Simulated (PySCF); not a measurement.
**Does the structure fit the spectrum?**

A compound C6H4O2 gives the data below (simulated from a calculation) and was assigned the structure `C=C1C(=O)C=CC1=O`.

¹³C{¹H} NMR (computed): δ 193.9 (C, 2C), 141.6 (CH, 4C).

¹H NMR (400 MHz, computed): δ 6.83 (s, 4H).

In vacuum, relativity neglected, single conformer, one averaged value for each set of equivalent atoms. Shieldings: GIAO PBE0/pcSseg-1; GFN2-xTB geometry; PySCF 2.14.0 with density-fitted response routines.

References, each an isolated molecule treated in the same way: ¹H and ¹³C vs TMS.

Question: Compare with the shifts computed for the proposed structure, pairing carbons in order of shift.

Answer: Mapped SMILES: `[CH2:1]=[C:2]1[C:3](=[O:4])[CH:5]=[CH:6][C:7]1=[O:8]` (H(Xn): hydrogen on atom n).

```
atom  computed for proposal  given list  difference
  C3                  197.2       193.9        +3.3
  C7                  197.2       193.9        +3.3
  C5                  155.0       141.6       +13.4
  C6                  155.0       141.6       +13.4
  C2                  142.7       141.6        +1.1
  C1                  135.6       141.6        -6.0
```

The rms difference is 8.4 ppm and the largest +13.4 ppm at C5 (β carbon of a C=C–C=O unit). The proposal also would give 4 carbon signals, not 2. The carbon types in order of shift don't match either: C, C, CH, CH, C, CH2 for the proposal against C, C, CH, CH, CH, CH in the data. The proposal doesn't fit.

Question: Which isomer fits?

Answer: `O=C1C=CC(=O)C=C1`.

- Carbon types of the structure: 2 × C, 4 × CH, which accounts for all hydrogens.
- δC 193.9: ketone carbonyl carbon; the double bond to the heteroatom, with no lone-pair donor beside it, deshields it most.
- δC 141.6: β carbon of a C=C–C=O unit; conjugation with the carbonyl draws π density from the β position.
- δH 6.83: hydrogen on a β carbon of a C=C–C=O unit; olefinic region.

The data come from this structure; uniqueness wasn't tested.

Shifts are as computed. Against solution values, carbons near 30 ppm lie about +3 ppm off and those near 130 ppm about +5 ppm. Of 1211 compounds with measured shifts, 218 miss one by over three times the rms of a fit or turn the order of signals round; such compounds aren't used in these exercises.
